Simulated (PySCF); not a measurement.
The multiplicity is imposed and other spin states were not computed.

Cartesian coordinates (Å):
```xyz
5

Ag     0.0457     0.2234     0.1194
N      0.6163     3.0135     1.6111
C      0.4087     1.9986     1.0685
H      0.7949     3.8870     2.0780
H     -0.2439    -1.1925    -0.6375
```
Charge 0, multiplicity 1.

Task: What is the computed dipole moment, total energy, charge on the central atom (Mulliken), HOMO–LUMO gap and LUMO (TPSSh-D3(BJ)/def2-TZVP // r2SCAN-D4/def2-SVP (PySCF))?

Result: 
```json
{
 "dipole_moment": "7.45 D",
 "total_energy": "-240.9896 Ha",
 "charge on the central atom (Mulliken)": "-0.12 e",
 "HOMO–LUMO gap": "3.85 eV",
 "LUMO": "-1.77 eV"
}
```
